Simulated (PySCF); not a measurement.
Correlation energy of Hf³⁵⁺ (hafnium, charge +35)

Starting occupation: [Kr] 4d1, 4d5/2 with m_j = +5/2. Calculation: PySCF 2.14, in an even-tempered Gaussian basis (17 s from 3.7 bohr⁻², ratio 2.8; 14 p from 4.8 bohr⁻², ratio 2.8; 9 d from 4.8 bohr⁻², ratio 2.8; 3 f from 17 bohr⁻², ratio 3); X2C-1e with screened-nucleus spin-orbit coupling, Gaussian nucleus. Frozen: [Ar] 3d10; 9 electrons correlated; the 96 highest virtual spinors left out.

MP2 pair energies summed by pair of shells (mhartree):

```tsv
pair	energy	share (%)
4p1/2-4p3/2	-86.07	30.0
4p3/2-4p3/2	-80.49	28.1
4d5/2-4p3/2	-30.19	10.5
4p1/2-4p1/2	-25.03	8.7
4p3/2-4s1/2	-22.51	7.8
4d5/2-4p1/2	-14.99	5.2
4p1/2-4s1/2	-12.60	4.4
4s1/2-4s1/2	-9.16	3.2
4d5/2-4s1/2	-5.83	2.0
```

Total MP2 correlation energy: -286.87 mhartree.

At this charge the one-electron X2C treatment keeps the bare 1/r₁₂, with no two-electron picture change or Breit term. The effect here is smaller than on the frozen 1s shell.
